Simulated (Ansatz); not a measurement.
Reaction (cleavage of the Si–Si bond): `O[SiH](Cl)[Si](O)(O)O` + `O[Si](O)(F)F` → `O[SiH](Cl)O[Si](O)(F)F` + `O[SiH](O)O`

Gas-phase electronic energies from Ansatz, PBE0-D4/def2-TZVP geometries. CBS: MP2 limit from def2 TZ/QZ plus the TZ coupled-cluster correction, frozen cores. DFT in def2-TZVPP. Each species was taken in one conformer, which may not be the lowest.

CCSD(T)/CBS gives -1.58 eV.

Q: Another level gave -1.27 eV. Which?
A. PBE/def2-TZVPP
B. PBE0/def2-TZVPP
C. ωB97M-V/def2-TZVPP
D. ωB97X-V/def2-TZVPP

A: A. PBE -1.27, PBE0 -1.39, ωB97M-V -1.60, ωB97X-V -1.52 eV.

Largest T1 diagnostic among the species: 0.012.

From PBE to PBE0 (25 % exact exchange), in def2-TZVPP and without D4, ΔE moves by −0.12 eV. In def2-TZVPP, CCSD(T) changes the Hartree–Fock value by +0.22 eV (the triples alone add +0.03 eV) and MP2 by +0.17 eV.
